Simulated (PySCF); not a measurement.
SMILES C[CH2][Be][CH2]C at its GFN2-xTB optimised geometry (Å):

```
15

Be    -0.0072    -0.6539     0.0000
C     -1.7425    -0.6449     0.0171
C     -2.3448    -1.2847     1.2836
H     -2.1934    -1.1694    -0.8330
H     -2.1759     0.3594    -0.0526
H     -2.0250    -0.7579     2.1801
H     -2.0386    -2.3241     1.3816
H     -3.4353    -1.2590     1.2521
C      1.7283    -0.6539     0.0000
C      2.3452     0.6090    -0.6329
H      2.1665    -1.5061    -0.5320
H      2.1642    -0.7362     1.0024
H      2.0379     1.5061    -0.0997
H      2.0381     0.7175    -1.6710
H      3.4353     0.5636    -0.6099
```

Computed with CAM-B3LYP/def2-TZVP in PySCF 2.14.0. Cells within 0.4 Å of a nucleus heavier than hydrogen are left out (blank, or x).

Map of the electrostatic potential (hartree/e), clipped to [-0.08, 0.12] on the plane z = 0.0 Å:

```
|000000000000000000000000000|
|000000000000000000000000000|
|000000000000000000000000000|
|000000000000000000000000000|
|000000000000000000000000000|
|000000000000000000000000000|
|000000000000000001000000000|
|000000000000011112210000000|
|000000000000111139950000000|
|000000011001111259992000000|
|000000133201232259996210000|
|000000399712465349999852000|
|000000599944999569999972100|
|000000399999999999997431000|
|000000299x999x999x993100000|
|000000399x999x999x992000000|
|000000299999999999991000000|
|000000147856999549981000000|
|000000011113565202420000000|
|000000000011232100000000000|
|000000000011111100000000000|
|000000000001111000000000000|
|000000000000110000000000000|
|000000000000000000000000000|
|000000000000000000000000000|
|000000000000000000000000000|
|000000000000000000000000000|
```
Scale: ten equal steps from -0.006 (start of '0') to 0.120 (end of '9'), in the order '0123456789'; x runs from -5.50 to 5.50, y from -5.50 (bottom) to 5.50 (top).
